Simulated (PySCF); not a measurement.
A structure optimised at PBE0-D3(BJ)/def2-SVP, used in a PySCF frequency run:

```xyz
10

Ta    -0.1397    -0.0123     0.0000
S      2.0328    -0.0615     0.0000
O     -0.9865    -1.7176     0.0000
H     -0.7153    -2.6392     0.0000
N     -0.7218     0.9475    -1.6258
H     -1.6942     1.0851    -1.8922
H     -0.1119     1.4136    -2.2913
N     -0.7218     0.9475     1.6258
H     -0.1119     1.4136     2.2913
H     -1.6942     1.0851     1.8922
```
Charge 0, spin multiplicity 1.

### Question
Write its SMILES, formula and point group.

### Answer
[NH2][Ta]([NH2])([OH])=[S], H5N2OSTa, Cs

### Question
What are its rotational constants (standard atomic weights)?

### Answer
2.8442, 1.9558, 1.9114 GHz
